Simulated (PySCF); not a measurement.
**Broadened absorption spectrum of C6H9F3Si2**

Species: C6H9F3Si2.
InChI=1S/C6H9F3Si2/c7-6(8,9)3-5-4-10-1-2-11-5/h1-2,4H,3,10-11H2

Computed with TDDFT CAM-B3LYP/def2-SVPD, vertical, gas phase, core orbitals frozen in the response (PySCF 2.14.0, density-fitted response routines). Geometry: PBE0-D3(BJ)/def2-SVP, one conformer, isolated molecule. Torsions of this conformer, `[F:1][C:2]([F:3])([F:4])[CH2:5][C:6]1=[CH:7][SiH2:8][CH:9]=[CH:10][SiH2:11]1`: F1–C2–C5–C6 -179°, C2–C5–C6–C7 122°.

Each state is given a Gaussian of 0.25 eV full width at half maximum, with ε(max) = 2.175×10⁸ f / Δν̃ (Δν̃ the width in cm⁻¹). The width is an assumption, not a result. The curve ends short of the highest state used, and states not computed would add to its high-energy end.

E (eV), ε (L mol⁻¹ cm⁻¹) and a bar:
```
     5.43          0 
     5.49          2 
     5.55         10 
     5.61         32 
     5.67         78 
     5.73        140 
     5.79        199 
     5.85        251 
     5.91        340 
     5.97        526 #
     6.03        865 #
     6.09       1416 ##
     6.15       2133 ##
     6.21       2826 ###
     6.27       3718 ####
     6.33       6132 #######
     6.39      11613 #############
     6.45      19400 ######################
     6.51      25640 #############################
     6.57      26670 ##############################
     6.63      22385 #########################
     6.69      15452 #################
     6.75       8765 ##########
     6.81       4322 #####
```

(1) Where are the band maxima, and which computed states make them?

(2) Coming from long wavelengths, where does ε first pass 100 L mol⁻¹ cm⁻¹?

(3) On this curve, what absorbance would a 10⁻³ mol/L sample give at 222 nm over a 1 cm path?

Results:

(1) 189 nm (6.55 eV), ε about 27000, made up of S4 (76%) and S5 (24%) (ε in L mol⁻¹ cm⁻¹; maxima over ε = 5, shares over 10%). The states used: S1 5.80 eV (f 0.0016); S2 6.04 eV (f 0.0040); S3 6.23 eV (f 0.023); S4 6.52 eV (f 0.198); S5 6.65 eV (f 0.096); S6 7.14 eV (f 0.532); S7 7.19 eV (f 0.0003); S8 7.32 eV (f 0.011); S9 7.40 eV (f 0.015); S10 7.41 eV (f 0.0032).

(2) At about 218 nm (5.69 eV), 0.11 eV below S1.

(3) 222 nm is 5.585 eV, where ε is about 20 L mol⁻¹ cm⁻¹, so A = ε c l ≈ 0.02 (Beer–Lambert, with the gas-phase spectrum and the assumed width).

Hardware: Arm Neoverse V2, one thread, on a shared host. Cost: 3.3 min of wall time, 1.8 GiB resident at most.
